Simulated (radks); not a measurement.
Question: Species: Cd+. Configuration: [Kr] 4d10 5s1. Method: scalar-relativistic Kohn-Sham, PBE, spin-unpolarised, spherical densities, finite nucleus; Fermi nuclear charge, rms radius 4.6087 fm; computed with a radial shooting solver on a logarithmic mesh with Libxc functionals. Some entries of the table are withheld. Estimate them.

orbital  occ.  eigenvalue (hartree)  r(max) (bohr)  <1/r> (bohr^-1)
1s          2             -975.0759        0.01968            50.64
2s          2             -145.0363         0.1112            11.52
2p          6             -130.1761        0.08898            11.11
3s          2             -27.29428         0.3239            4.062
3p          6             -22.41888         0.3171            3.869
3d         10             -14.78821            (1)            3.642
4s          2              -4.21695         0.7955            1.571
4p          6              -2.78636         0.8456            1.415
4d         10              -0.75375         0.9808            1.061
5s          1              -0.47986          2.235           0.4822
5p          0                   (2)          2.848           0.3642

Answer: 
(1) 3d r(max) (bohr): 0.2658
(2) 5p eigenvalue (hartree): -0.27100
